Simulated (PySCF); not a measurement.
C6H3Cl3.
Cartesian coordinates in Å at the PBE0-D3(BJ)/def2-SVP level; atoms count from 1:
```
atom  x, y, z in Å
C1    -3.395    0.266    0.359
C2    -1.952    0.154    0.353
C3    -0.737    0.060    0.347
C4     0.625   -0.045    0.341
C5     1.840   -0.140    0.335
C6     3.275   -0.252    0.328
Cl7    3.927    0.325   -1.234
Cl8    3.757   -1.958    0.561
Cl9    3.974    0.732    1.646
H10   -3.707    1.322    0.331
H11   -3.820   -0.191    1.266
H12   -3.832   -0.242   -0.515
```

Computed with TDDFT PBE0/def2-SVPD, vertical, gas phase, core orbitals frozen in the response in PySCF 2.14.0, density-fitted response routines.

Ground-to-excited transition dipoles (e·a0, same axes as the geometry; the sign carries no meaning), for the states with f of 0.002 or more among the lowest 8:

| state | E (eV) | μx | μy | μz |
| --- | --- | --- | --- | --- |
| S2 | 4.395 | 0.000 | -0.035 | 0.152 |
| S3 | 4.395 | -0.011 | -0.152 | -0.035 |
| S6 | 5.971 | -0.005 | 0.059 | -0.191 |
| S7 | 5.973 | -0.011 | -0.190 | -0.059 |
| S8 | 6.061 | 2.834 | -0.220 | -0.015 |

(1) What oscillator strength does each state have?

(2) Which bond between heavy atoms lies closest to the direction of the S8 transition dipole?

(3) How is the summed strength of these states shared among x, y and z?

(4) What peak molar absorption coefficient would the strongest computed level give as a lone Gaussian band 0.4 eV wide at half height?

Results:

(1) f = (2/3) ΔE |μ|² with ΔE in hartree (27.2114 eV).

| state | \|μ\|² (au) | \|μ\| (D) | f |
| --- | --- | --- | --- |
| S2 | 0.024 | 0.40 | 0.003 |
| S3 | 0.024 | 0.40 | 0.003 |
| S6 | 0.040 | 0.51 | 0.006 |
| S7 | 0.040 | 0.51 | 0.006 |
| S8 | 8.081 | 7.23 | 1.200 |

(2) C4–C5, C2–C3, C5–C6, C1–C2 and C3–C4, at 0° from it; next C6–Cl9, C6–Cl7 and C6–Cl8 at 70°.

(3) (2/3) Σ ΔE μα² gives 1.193 for x, 0.016 for y and 0.008 for z, 1.217 in all.

(4) ε(max) = 2.175×10⁸ f / FWHM, with the width in cm⁻¹. S8: 2.175×10⁸ × 1.1999 / 3226 ≈ 81000 L mol⁻¹ cm⁻¹.

S2/S3 and S6/S7 coincide within about 0.01 eV; within a degenerate level the directions of the single components are arbitrary.

The vertical ionisation energy (ΔSCF) is 9.34 eV, 3.28 eV above S8.
